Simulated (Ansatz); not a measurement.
# One elementary step

Start structure (BSiH4OF3, singlet), relaxed at PBE0-D4/def2-TZVP:

B1  (0.423, -1.462, 0.112)
F2  (1.730, -1.571, -0.221)
F3  (-0.386, -2.411, -0.392)
F4  (0.169, -1.088, 1.398)
H5  (0.381, 0.062, -1.545)
O6  (-0.050, -0.042, -0.691)
Si7  (-0.479, 1.354, 0.193)
H8  (0.630, 1.745, 1.084)
H9  (-0.697, 2.379, -0.855)
H10  (-1.721, 1.034, 0.915)
(Å)

The step: BF₃ ([F][B]([F])[F]) + SiH₄O ([OH][SiH3]) → BSiH₃OF₂ ([F][B]([F])[O][SiH3]) + HF; bonds formed: F2–H5; dative contacts that become bonds: B1–O6; bonds broken: B1–F2, H5–O6. Computed with Ansatz 0.2.0 (basis: def2-TZVPP and def2-QZVPP); correlated methods freeze the cores. Extrapolation: Hartree–Fock as exp(−7.88 √X), correlation as X^−2.97. Energies below are by CCSD(T) at an estimated basis limit (MP2 extrapolated from triple and quadruple zeta, plus CCSD(T) − MP2 in triple zeta).

What are the electronic barrier and the energy of the step, from the start structure to the end structure? (To be estimated.)

Computed: Barrier 25.88 kcal/mol; step energy 4.65 kcal/mol (uphill); reverse barrier, their difference, 21.24 kcal/mol. Barrier and step energy count from the start structure, the reverse barrier from the end structure.

The saddle point: One imaginary mode of 1004i cm⁻¹.
| pair | start (Å) | saddle (Å) | end (Å) |
| --- | --- | --- | --- |
| B1–O6 | 1.70 | 1.49 | 1.35 |
| F2–H5 | 2.50 | 1.12 | 0.93 |
| B1–F2 | 1.35 | 1.63 | 3.59 |
| H5–O6 | 0.96 | 1.26 | 1.79 |

Zero-point energy (harmonic, PBE0-D4): ZPE is 33.54 kcal/mol at the start and 31.13 kcal/mol at the saddle, so the barrier goes from 25.88 to 23.47 kcal/mol.

The T1 diagnostic stays at or below 0.012.

The step is the kind of ligand exchange by which a precursor binds to a hydroxyl group, or is hydrolysed, in atomic layer deposition of oxides.

Labels in which every atom is bracketed show which atoms are joined, not bond orders.

For scale, one of the runs: CCSD(T)/def2-TZVPP, 253 basis functions, launched by `ansatz run in.yaml --threads 8 --pin off --events-out ev --progress --plain --max-ram 19148MiB`. The run took 39 s on 8 CPU threads of an AMD EPYC 9R45 (shared host), with 6.1 GiB of host memory at its peak.
